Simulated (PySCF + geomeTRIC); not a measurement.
Species: HBr2GaO, SMILES `[OH][Ga]([Br])[Br]` (H–O–Ga–Br torsion 180°) (charge 0, multiplicity 1).

Question: Give a relaxed geometry from PySCF + geomeTRIC with TPSSh-D3(BJ)/def2-TZVP.

Answer: This is not unique; one that fits is the end point of this relaxation, one of several conformers (outside a Z-matrix the atoms follow the SMILES, hydrogens last).
Z-matrix (Å, degrees):
```
Ga
O 1 1.7766
H 2 0.9665 1 111.99
Br 1 2.2606 2 118.29 3 179.94
Br 1 2.2781 2 120.18 3 0.00
```
